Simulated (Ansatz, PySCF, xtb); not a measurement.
Reaction R1 → P1 + P2, each structure at its B3LYP-D3(BJ)/def2-TZVP stationary point, reached from a drawn start (curvature not checked).
P1: MoO2S (SMILES [O]=[Mo](=[O])=[S]), charge 0, multiplicity 1.
P2, H2O (SMILES O) (charge 0, multiplicity 1):
```xyz
3

O      0.00000     0.00000     0.38961
H      0.00000     0.76499    -0.19486
H      0.00000    -0.76499    -0.19486
```
R1: H2MoO3S (SMILES [O]=[Mo](=[O])([OH])[SH]), charge 0, multiplicity 1.

P less R. No zero-point or thermal terms; no spin–orbit coupling. One arrangement of each flexible species, with no search for the lowest.

Frozen-core correlation throughout.

Run with Ansatz (a first-principles code); PySCF for the D3/D4 terms; xtb for the GFN methods. Each number belongs to the level named beside it. Elements past Kr take the def2 small-core potentials, without spin–orbit coupling.

```
level                     reaction energy (kJ/mol)
------------------------  ------------------------
GFN2-xTB                                     246.1
SVWN5/def2-TZVPP                             296.2
revPBE-D4/def2-TZVPP                         257.3
B3LYP-D3(BJ)/def2-TZVPP                      270.4
CAM-B3LYP/def2-TZVPP                         282.1
wB97X-V/def2-TZVPP                           291.4
wB97M-V/def2-TZVPP                           281.9
B2PLYP-D3(BJ)/def2-TZVPP                         …
CCSD/def2-TZVPP                                  …
```

**Question.** Fill in the missing entries.

**Answer.** 
- B2PLYP-D3(BJ)/def2-TZVPP, reaction energy (kJ/mol): 251.0
- CCSD/def2-TZVPP, reaction energy (kJ/mol): 257.5
